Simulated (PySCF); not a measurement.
Species: CH8BrNSi2.
Numbering: `[CH3:1][Si@@H:2]([NH2:3])[SiH2:4][Br:5]` (hydrogens: H6, H7, H8 on C1; H9 on Si2; H10, H11 on N3; H12, H13 on Si4)

Computed by this run: PySCF 2.14.0, PBE0-D3(BJ)/def2-SVP geometry optimisation, gas phase; density fitting, grid level 1; the optimiser is geomeTRIC in internal coordinates, started from a GFN2-xTB structure with every atom displaced at random (about 0.01 Å).

Geometry at step 1:
```
atom  x, y, z in Å
C1     -0.6766    0.9563    0.5878
Si2     0.6707   -0.0288    1.4448
N3      1.3460   -1.2251    0.3899
Si4     2.4976    1.3020    2.0868
Br5     4.0927   -0.0854    2.8918
H6     -0.3038    1.4161   -0.3376
H7     -1.5274    0.3012    0.3251
H8     -1.0650    1.7497    1.2387
H9      0.0902   -0.5323    2.7426
H10     0.7207   -1.8617   -0.1062
H11     2.1949   -1.7036    0.6695
H12     3.0644    2.0065    0.8911
H13     2.1970    2.3138    3.1436
```

Task: What forces act on the atoms?

Result: 
```json
{"atom": "C1", "Fx (eV/Å)": "-0.011", "Fy (eV/Å)": "-0.174", "Fz (eV/Å)": "-0.197"}
{"atom": "Si2", "Fx (eV/Å)": "0.009", "Fy (eV/Å)": "0.031", "Fz (eV/Å)": "0.415"}
{"atom": "N3", "Fx (eV/Å)": "-0.301", "Fy (eV/Å)": "-0.106", "Fz (eV/Å)": "-0.253"}
{"atom": "Si4", "Fx (eV/Å)": "0.020", "Fy (eV/Å)": "-0.056", "Fz (eV/Å)": "-0.217"}
{"atom": "Br5", "Fx (eV/Å)": "-0.152", "Fy (eV/Å)": "0.085", "Fz (eV/Å)": "-0.107"}
{"atom": "H6", "Fx (eV/Å)": "0.017", "Fy (eV/Å)": "0.029", "Fz (eV/Å)": "-0.066"}
{"atom": "H7", "Fx (eV/Å)": "0.097", "Fy (eV/Å)": "0.051", "Fz (eV/Å)": "0.028"}
{"atom": "H8", "Fx (eV/Å)": "-0.005", "Fy (eV/Å)": "0.064", "Fz (eV/Å)": "0.118"}
{"atom": "H9", "Fx (eV/Å)": "-0.015", "Fy (eV/Å)": "-0.059", "Fz (eV/Å)": "-0.054"}
{"atom": "H10", "Fx (eV/Å)": "0.191", "Fy (eV/Å)": "0.144", "Fz (eV/Å)": "0.143"}
{"atom": "H11", "Fx (eV/Å)": "0.051", "Fy (eV/Å)": "-0.003", "Fz (eV/Å)": "0.044"}
{"atom": "H12", "Fx (eV/Å)": "0.082", "Fy (eV/Å)": "0.010", "Fz (eV/Å)": "0.123"}
{"atom": "H13", "Fx (eV/Å)": "0.018", "Fy (eV/Å)": "-0.016", "Fz (eV/Å)": "0.022"}
```

The largest, 0.42 eV/Å, acts on Si2 (N3 within 3 % of it); the rms over all components is 0.129 eV/Å. The forces sum to zero within rounding, as they must for an isolated molecule in no field.

Task: Give the force on Si2 in Eh/bohr and in nN.

Result: 0.417 eV/Å ÷ 51.422 = 0.00810 Eh/bohr, and 0.417 eV/Å × 1.602 = 0.67 nN.

Task: How far is this geometry from the end of the optimisation?

Result: 0.018 eV above it, and 0.068 Å rms away after alignment. The bonds farthest from their final lengths, with half the difference of the two atoms' forces along the bond (positive lengthens):

```csv
bond,now (Å),final (Å),force along bond (eV/Å)
Si4–Br5,2.262,2.254,-0.08
N3–H10,1.021,1.015,-0.32
Si4–H12,1.499,1.494,-0.11
Si2–Si4,2.350,2.345,-0.11
Si2–N3,1.732,1.736,+0.19
C1–H8,1.097,1.101,+0.18
```

The angle farthest from its final value is Si2–Si4–H12, 110.0° against 113.9°.

The cost below is that of the whole optimisation. On Arm Neoverse V1, one thread, no GPU, shared host with 64 logical CPUs at a one-minute load of 21, this took 58 s and 0.53 GiB of memory at its peak.
